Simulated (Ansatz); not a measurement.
C2HFSi, SMILES `C#C[Si]F` (excited triplet) (charge 0, multiplicity 3). This triplet is an excited state, 1.94 eV above the relaxed singlet at the level B3LYP/cc-pVTZ // PBE0-D3(BJ)/def2-TZVP (Ansatz, a first-principles code).

These are frozen-core CCSD(T)/cc-pVTZ // PBE0-D3(BJ)/def2-TZVP (Ansatz) values and carry that method's errors.

Ansatz 0.2 input:
```yaml
crystal:
  periodic: [false, false, false]
  atoms:
    - { symbol: C, position_ang: [-1.389241, -0.251706, 0.564673] }
    - { symbol: C, position_ang: [-0.186423, -0.182189, 0.400015] }
    - { symbol: Si, position_ang: [1.548598, -0.226031, 0.074917] }
    - { symbol: F, position_ang: [2.469972, 0.960436, 0.627993] }
    - { symbol: H, position_ang: [-2.442896, -0.300507, 0.717968] }
basis:
  gaussian: { orbitals: cc-pVTZ }
correlation:
  method: ccsd_t
magnetization:
  spin_polarized: true
  initial_magnetization: 2
```

Output:

```
Functional definition: HF
825 factors; integrals over basis functions are off by at most 1.1e-3 eV
mean field evaluation 1: about -12640.1695 eV, gradient 2.6e1 eV
mean field evaluation 2: about -12640.1844 eV, gradient 2.6e1 eV
mean field evaluation 4: about -12644.3696 eV, gradient 3.7e0 eV
mean field evaluation 8: about -12644.7213 eV, gradient 3.6e-1 eV
mean field evaluation 16: about -12644.7444 eV, gradient 1.7e-3 eV
mean field evaluation 32: about -12642.3951 eV, gradient 8.9e0 eV
mean field evaluation 64: about -12641.8242 eV, gradient 1.7e0 eV
mean field evaluation 96: about -12641.5179 eV, gradient 3.1e0 eV
mean field evaluation 128: about -12641.3983 eV, gradient 2.3e-3 eV
mean field evaluation 160: about -12640.2481 eV, gradient 9.8e-1 eV
mean field evaluation 192: about -12638.0005 eV, gradient 5.6e0 eV
mean field evaluation 224: about -12641.7798 eV, gradient 3.1e-2 eV
mean field evaluation 256: about -12641.4006 eV, gradient 1.5e-1 eV
mean field evaluation 288: about -12640.2892 eV, gradient 6.0e-2 eV
mean field -12644.74435375 eV, -464.6857840847 hartree, gradient 6.1e-6 eV, S^2 2.151703; 7 other end points of the search recorded, 0 dependent functions left out
determinant -12644.74435375 eV, -464.6857840847 hartree, with singles and doubles -12661.92450645 eV, -465.3171430513 hartree
determinant -12641.99201174 eV, -464.5846373814 hartree, with singles and doubles -12659.01442488 eV, -465.2101995261 hartree
determinant -12641.77999799 eV, -464.5768460199 hartree, with singles and doubles -12659.35253616 eV, -465.2226248864 hartree
determinant -12641.39831863 eV, -464.5628195620 hartree, with singles and doubles -12658.86389301 eV, -465.2046675821 hartree
8 core orbitals not correlated
reference -12644.74435375 eV, -464.6857840847 hartree; 11, 9 occupied and 119, 121 virtual orbitals, 825 factors
second order -16.49743238 eV of doubles, -0.00000000 eV of singles
cycle   1  -17.08295960 eV  change    -1.6e0 eV  update   2.7e-2
cycle   2  -17.13515437 eV  change   -5.2e-2 eV  update   6.6e-3
cycle   3  -17.13321609 eV  change    1.9e-3 eV  update   3.2e-3
cycle   4  -17.13689691 eV  change   -3.7e-3 eV  update   1.6e-3
cycle   5  -17.13902418 eV  change   -2.1e-3 eV  update   7.4e-4
cycle   6  -17.13982987 eV  change   -8.1e-4 eV  update   3.3e-4
cycle   7  -17.14023823 eV  change   -4.1e-4 eV  update   1.3e-4
cycle   8  -17.14033745 eV  change   -9.9e-5 eV  update   5.8e-5
cycle   9  -17.14036266 eV  change   -2.5e-5 eV  update   2.8e-5
cycle  10  -17.14036241 eV  change    2.5e-7 eV  update   1.3e-5
perturbative correction -0.77583555 eV, -0.0285114305 hartree
Total energy: -12662.66055171 eV, -465.3441922156 hartree
```
